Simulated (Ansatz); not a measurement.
Gas-phase electronic energies from Ansatz, PBE0-D4/def2-TZVP geometries. CBS: MP2 limit from def2 TZ/QZ plus the TZ coupled-cluster correction, frozen cores. This one scheme is used for every species. DFT in def2-TZVPP. B3LYP here is the variant with VWN-RPA as its local correlation; programs differ in this. def2 core potentials past Kr. For I outer-core shells are correlated without core-valence functions, which leaves a few kJ/mol of doubt a bond.

`F[SiH](Cl)I` + H₂ → `F[SiH2]Cl` + HI  (hydrogenolysis of the Si–I bond)

| level | ΔE (kJ/mol) | difference from CCSD(T)/CBS |
| --- | --- | --- |
| LDA (SPW92) | 63.4 | -1.4 |
| PBE-D4 | 68.7 | 3.9 |
| r2SCAN-D4 | 67.8 | 3.0 |
| B97M-V | 57.4 | -7.4 |
| B3LYP-D4 | 60.7 | -4.1 |
| BHLYP-D4 | 58.6 | -6.2 |
| B2PLYP | 55.0 | -9.8 |
| PBE-QIDH | 62.5 | -2.3 |
| r2SCANh | 65.1 | 0.3 |
| BHLYP | 45.8 | -19.0 |
| MP2/def2-SVP | 50.0 | -14.8 |
| MP2/def2-TZVPP | 67.9 | 3.1 |
| SCS-MP2/def2-TZVPP | 57.4 | -7.4 |
| HF/def2-QZVPP | 35.9 | -28.9 |
| MP2/def2-QZVPP | 74.5 | 9.7 |
| CCSD/CBS(def2) | 59.4 | -5.4 |
| CCSD(T)/CBS | 64.8 | 0 |

Largest T1 diagnostic among the species: 0.010.

The D4 term adds +12.0 kJ/mol with B3LYP and +6.3 kJ/mol with PBE0; it sums over pairs of atoms, weighted by their polarisabilities, and B3LYP, whose exchange is more repulsive, gets the larger term. In def2-TZVPP, CCSD(T) changes the Hartree–Fock value by +17.9 kJ/mol (the triples alone add +5.4 kJ/mol) and MP2 by +32.3 kJ/mol. From BLYP to BHLYP (50 % exact exchange), in def2-TZVPP and without D4, ΔE moves by −3.3 kJ/mol.
